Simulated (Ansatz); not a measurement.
Two members of one family (Series MgX2), computed with Ansatz in the gas phase; def2 core potentials for I, no spin–orbit coupling. The two geometries come from different levels. Binding counts from free atoms in the multiplicity of their measured ground term, without zero-point energy. The structures are stationary points that may keep the symmetry of their start.

First: MgH2 (singlet, charge 0, PBE0-D4/def2-TZVP geometry).

Cartesian coordinates in Å:
```
Mg 0.000 0.000 0.000
H -0.015 -1.687 -0.248
H 0.015 1.687 0.248
```

```tsv
level	HOMO (eV)	LUMO (eV)	gap (eV)	binding per atom (eV)
PBE-D4/def2-SVP	-6.05	-1.17	4.87	1.46
PBE0-D4/def2-SVP	-7.22	-0.54	6.68	1.47
PBE0-D4/def2-TZVP	-7.21	-0.53	6.68	1.46
LC-ωPBE/def2-TZVP	-9.97	1.17	11.14	1.53
ωB97M-V/def2-TZVP	-9.38	0.74	10.12	1.50
```

Second: MgI2 (singlet, charge 0, r2SCAN-D4/def2-TZVP geometry).

```xyz
3

Mg   -0.0014   -0.0015    0.0014
I     1.7781    0.0134    1.8000
I    -1.7766   -0.0119   -1.8014
```

Problem. Estimate the same table for the second.

Solution. 
```csv
level,HOMO (eV),LUMO (eV),gap (eV),binding per atom (eV)
PBE-D4/def2-SVP,-6.57,-2.52,4.05,1.97
PBE0-D4/def2-SVP,-7.72,-1.87,5.85,1.98
PBE0-D4/def2-TZVP,-7.76,-1.92,5.84,1.98
LC-ωPBE/def2-TZVP,-10.34,-0.04,10.30,1.96
ωB97M-V/def2-TZVP,-9.86,-0.48,9.39,1.88
```
